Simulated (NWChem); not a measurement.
System: CH$_{3}$BeBrO; SMILES C[O][Be][Br]

```xyz
7

Be     0.0030    -0.5643     0.0001
Br    -0.0003     1.4058     0.0000
O      0.0042    -1.9578     0.0007
C     -0.0032    -3.3424    -0.0005
H      0.9374    -3.7486     0.4342
H     -0.8534    -3.7393     0.5982
H     -0.1000    -3.7419    -1.0347
```
Atoms are numbered in this order, from 1.

All runs: NWChem. Medium grid unless said otherwise, to which SCAN and Minnesota functionals are sensitive. Structure relaxed at the PBE-D3(BJ)/def2-SVP level. Hybrids' shares of exact exchange are those that their runs print; pure functionals count as 0. The functionals differ in more than this share.

```csv
row,share of exact exchange,highest occupied level (eV)
PBE/def2-SVP,0.00,-6.77
N12/def2-SVP,0.00,-6.61
B3LYP/def2-SVP,0.20,-7.85
r2SCAN0/def2-SVP,0.25,-8.42
M06/def2-SVP,0.27,-8.19
MN15/def2-SVP,0.44,-8.79
M06-2X/def2-SVP,0.54,-9.43
Hartree-Fock/def2-SVP,1.00,withheld
```

Fit a straight line of the last column on the one before it, predict the withheld value, and compare with the run.


1. Means of the 7 shown rows: x = 0.243, y = -8.009. Slope Σ(x − x̄)(y − ȳ)/Σ(x − x̄)² = -1.232/0.2477 = -4.971; intercept -6.801.
2. The shown rows scatter about the line by 0.180 (root mean square); the largest residual is -0.38, at r2SCAN0/def2-SVP.
3. At x = 1.00 (Hartree-Fock/def2-SVP; beyond the shown range) the line gives -11.77.
4. The run gives -11.28, +0.49 from the line, 2.7 times the scatter.
